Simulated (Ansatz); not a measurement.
`[AlH2][SeH]` + `C=C=C=N` → `C=C=C=[N][AlH2]` + H₂Se  (ligand exchange at the Al–Se bond)

Calculated with Ansatz (gas phase, PBE0-D4/def2-TZVP geometries, no zero-point term in ΔE). CBS: MP2 limit from def2 TZ/QZ plus the TZ coupled-cluster correction, frozen cores. Functionals use def2-TZVPP. For Se outer-core shells are correlated without core-valence functions, which leaves a few kJ/mol of doubt a bond. Scalar relativity is left out up to krypton. One conformer a species, not always the lowest.

```json
{"level": "PBE-D4", "ΔE (kcal/mol)": "3.3"}
{"level": "revPBE", "ΔE (kcal/mol)": "3.8"}
{"level": "r2SCAN0", "ΔE (kcal/mol)": "3.0"}
{"level": "RPA@PBE/def2-TZVPP", "ΔE (kcal/mol)": "3.0"}
{"level": "CCSD/def2-SVP", "ΔE (kcal/mol)": "1.6"}
{"level": "SCS-MP2/def2-TZVPP", "ΔE (kcal/mol)": "1.5"}
{"level": "SCS-MP2/def2-QZVPP", "ΔE (kcal/mol)": "1.8"}
{"level": "CCSD/CBS(def2)", "ΔE (kcal/mol)": "3.7"}
```

(1) What does CCSD(T)/CBS give? (An estimate is asked.)

(2) What do rigid-rotor, harmonic-oscillator terms from PBE0-D4/def2-TZVP frequencies (298.15 K, 1 bar) make of the CCSD(T)/CBS value? (An estimate is asked.)

Largest T1 diagnostic among the species: 0.016.

## Answers

(1) Computed: +3.7 kcal/mol. The listed levels differ from it by -0.4, 0.1, -0.7, -0.7, -2.1, -2.2, -1.9, 0.0 kcal/mol.

(2) Computed: ΔZPE = -2.6 kcal/mol, ΔH = +1.9 kcal/mol, ΔS = -1 J/(mol·K), ΔG = +2.0 kcal/mol.

Leaving LDA and LC-ωPBE aside and taking each functional with its dispersion term where it has one, the values, not all of them listed here, spread over 3.5 kcal/mol, from BLYP-D4 to HSE06-D4. LDA lies −1.4 kcal/mol from PBE without D4. At CCSD(T), def2-SVP lies −2.3 kcal/mol from the extrapolated value and def2-TZVPP −0.8 kcal/mol.
